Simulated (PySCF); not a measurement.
PBE on Pt⁻ (platinum, charge -1), [Xe] 4f14 5d9 6s2, 2D determinant. All numbers are calculated (PySCF 2.14, scalar relativity through the core potential, in aug-cc-pVQZ-PP with ECP60MDF (7s7p6d4f3g2h, 135 functions)).

```
cycle= 1 E= -119.485870748618  delta_E= -0.0199  |g|= 0.108  |ddm|= 0.452
cycle= 2 E= -119.472142884434  delta_E= 0.0137  |g|= 0.212  |ddm|= 0.231
cycle= 3 E= -119.4899793255  delta_E= -0.0178  |g|= 0.0133  |ddm|= 0.192
cycle= 4 E= -119.490067644222  delta_E= -8.83e-05  |g|= 0.00207  |ddm|= 0.0214
cycle= 5 E= -119.490069884133  delta_E= -2.24e-06  |g|= 0.000407  |ddm|= 0.00378
cycle= 6 E= -119.49006999084  delta_E= -1.07e-07  |g|= 8.42e-05  |ddm|= 0.000928
cycle= 7 E= -119.490069996081  delta_E= -5.24e-09  |g|= 2.51e-06  |ddm|= 0.000195
cycle= 8 E= -119.490069996087  delta_E= -5.77e-12  |g|= 1.14e-07  |ddm|= 7.14e-06
converged SCF energy = -119.490069996087  <S^2> = 0.75471027  2S+1 = 2.0047047
```

Highest occupied orbital energy: 1.066 eV; ⟨L²⟩ = 6.03; populations by l: s 4.00, p 6.00, d 9.00, f 0.00.

**Question.** Can this result be used?

**Answer.** With care. The calculation finished and met its thresholds. Energies and moments cover only the electrons outside the core potential. Spin-orbit coupling, absent here, splits the open shell strongly. At PBE the highest occupied level has a positive energy, so only the finite basis holds that electron; in a semilocal or global hybrid functional this comes from self-interaction and does not mean that the real anion is unbound.
